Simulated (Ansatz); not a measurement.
Abridged output of a molecular run in Ansatz:

```
Functional definition: HF
1423 factors; integrals over basis functions are off by at most 1.1e-3 eV
mean field evaluation 1: about -56540.8822 eV, gradient 4.3e1 eV
mean field evaluation 2: about -56541.0369 eV, gradient 4.3e1 eV
mean field evaluation 4: about -56545.1007 eV, gradient 4.9e0 eV
mean field evaluation 8: about -56545.1702 eV, gradient 2.8e-1 eV
mean field evaluation 16: about -56545.1705 eV, gradient 1.2e-6 eV
mean field -56545.17049815 eV, -2077.9966881139 hartree, gradient 1.2e-6 eV, S^2 0.000000; 0 other end points of the search recorded, 0 dependent functions left out
12 core orbitals not correlated: weight in the atoms' cores, before any rotation towards them, 1.000 or more for the frozen orbitals, at most 0.000 for the correlated occupied ones
reference -56545.17049815 eV, -2077.9966881139 hartree; 17, 17 occupied and 210, 210 virtual orbitals, 1423 factors
second order -22.54858395 eV of doubles, -0.00000000 eV of singles
cycle   1  -22.51029516 eV  change    3.8e-2 eV  update   1.2e-1
cycle   2  -23.16711065 eV  change   -6.6e-1 eV  update   3.6e-2
cycle   3  -23.31043639 eV  change   -1.4e-1 eV  update   2.0e-2
cycle   4  -23.29915542 eV  change    1.1e-2 eV  update   5.7e-3
cycle   5  -23.29698603 eV  change    2.2e-3 eV  update   3.4e-3
cycle   6  -23.29825578 eV  change   -1.3e-3 eV  update   1.2e-3
cycle   7  -23.29794618 eV  change    3.1e-4 eV  update   4.9e-4
cycle   8  -23.29789630 eV  change    5.0e-5 eV  update   1.3e-4
cycle   9  -23.29793903 eV  change   -4.3e-5 eV  update   4.5e-5
cycle  10  -23.29794274 eV  change   -3.7e-6 eV  update   1.6e-5
perturbative correction -0.89369610 eV, -0.0328427261 hartree
Total energy: -56569.36213699 eV, -2078.8857144436 hartree
```

Its atoms:

Z-matrix (Å, degrees):
```
C
O 1 1.399
H 1 1.097 2 110.2
H 1 1.097 2 110.2 3 -118.6
H 1 1.099 2 113.5 3 120.7
Ga 2 1.790 1 124.2 3 -120.6
C 6 1.962 2 117.5 1 -0.0
H 6 1.559 2 112.0 1 -180.0
H 7 1.090 6 111.4 2 178.9
H 7 1.093 6 110.4 2 -60.5
H 7 1.093 6 110.5 2 58.2
```

(1) Which basis set was used?
A. def2-SVP
B. def2-TZVPP
C. cc-pV(D+d)Z
D. def2-TZVPPD

(2) Write the keys of the input that set method, charge and spin (a neutral closed shell needs none for the last two).

Results:

(1) B. It gives 239 functions.

(2) 
```yaml
correlation: {method: ccsd_t}
```
